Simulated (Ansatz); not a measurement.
`[SiH3]O[SiH2]BS` → `[BH]S`• + `[SiH2]O[SiH3]`•  (homolysis of the B–Si bond)

Gas-phase electronic energies from Ansatz, PBE0-D4/def2-TZVP geometries. CBS: MP2 limit from def2 TZ/QZ plus the TZ coupled-cluster correction, frozen cores. This one scheme is used for every species. Functionals use def2-TZVPP. Open shells (•) are unrestricted, without spin–orbit coupling. Each species was taken in one conformer, which may not be the lowest.

`[SiH3]O[SiH2]BS`:

```xyz
12

Si    1.513    1.021   -1.288
O     0.397    0.335   -0.305
Si   -0.506   -1.034   -0.118
B    -1.593   -0.842    1.549
S    -1.477    0.618    2.525
H     0.958    1.202   -2.655
H     1.870    2.342   -0.716
H     2.727    0.167   -1.368
H     0.405   -2.213   -0.046
H    -1.372   -1.215   -1.320
H    -2.349   -1.670    1.959
H    -0.572    1.288    1.783
```

`[BH]S`•:

```xyz
4

B    -0.906   -0.117   -0.084
S     0.623   -0.584   -0.756
H    -1.211    0.598    0.814
H     1.494    0.104    0.026
```

`[SiH2]O[SiH3]`•:

Z-matrix (Å, degrees):
```
Si
O 1 1.638
H 1 1.485 2 109.9
H 1 1.486 2 110.1 3 -120.3
H 1 1.482 2 108.1 3 119.7
Si 2 1.637 1 146.3 3 72.2
H 6 1.494 2 109.9 1 50.3
H 6 1.490 2 107.9 1 170.7
```

(1) What is ΔE at CCSD(T)/CBS? (Best estimate.)

(2) What do these levels give: LDA (SPW92), revPBE-D4, BHLYP-D4, PBE, SCS-MP2/def2-QZVPP, CCSD/CBS(def2)? (An estimate is asked.)

Largest T1 diagnostic among the species: 0.018.

Results:

(1) Computed: +391.8 kJ/mol.

(2) Ansatz gave: LDA (SPW92) 419.4, revPBE-D4 363.9, BHLYP-D4 375.0, PBE 364.0, SCS-MP2/def2-QZVPP 392.0, CCSD/CBS(def2) 383.8 kJ/mol.

From PBE to PBE0 (25 % exact exchange), in def2-TZVPP and without D4, ΔE moves by +3.3 kJ/mol. At CCSD(T), def2-SVP lies −14.2 kJ/mol from the extrapolated value and def2-TZVPP −9.3 kJ/mol: correlation converges slowly with the basis, and small sets miss more of it in the bonded molecule than in its fragments. Leaving LDA and LC-ωPBE aside and taking each functional with its dispersion term where it has one, the values, not all of them listed here, spread over 36.2 kJ/mol, from r2SCAN-D4 to ωB97M-V. LDA lies +55.4 kJ/mol from PBE without D4, its usual overbinding.
